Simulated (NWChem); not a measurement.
System: C₄H₅N₂ cation; SMILES [nH+]1ccncc1

Program: NWChem. Geometry: optimised at PBE0/def2-SVP. Level PBE/def2-SVP: energy and gradient on several grids; changes count from the extra-fine grid, which is no exact limit either.

Which is the coarsest grid (coarse; xfine; medium; xcoarse; fine) from which on the energy stays within 50 μHa and each gradient component within 100 μHa/bohr of xfine?

medium.
```csv
grid,size of the energy change (μHa),largest change of a gradient component (μHa/bohr),"time, medium = 1 (rough)"
xcoarse,900,3000,about 1
coarse,80,200,about 1
medium,< 10,< 30,about 1
fine,< 10,< 30,about 1
xfine,< 10,< 30,2
```
